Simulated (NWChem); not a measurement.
System: SeIF; SMILES F[Se]I

All runs: NWChem. This build's default masses of Se (78.918 u) and Br (79.917 u) are each other's, which moves their modes by up to 0.6 %. def2 effective core potentials on I; no spin-orbit coupling. Each level has its own optimisation; frequencies are unscaled.

```csv
level,r F–Se (Å),r I–Se (Å),highest harmonic frequency (cm⁻¹),lowest (cm⁻¹),zero-point energy (kcal/mol)
"B3LYP/3-21G (all-electron, non-relativistic)",1.784,2.726,651,132,1.4
BLYP/def2-SVP (core potentials),1.802,2.574,611,143,1.4
PBE-D3(BJ)/def2-SVP (core potentials),1.789,(withheld),(withheld),(withheld),1.5
```

Question: Complete the blanks.

Answer: 
- PBE-D3(BJ)/def2-SVP (core potentials), r I–Se (Å): 2.532
- PBE-D3(BJ)/def2-SVP (core potentials), highest harmonic frequency (cm⁻¹): 629
- PBE-D3(BJ)/def2-SVP (core potentials), lowest (cm⁻¹): 149
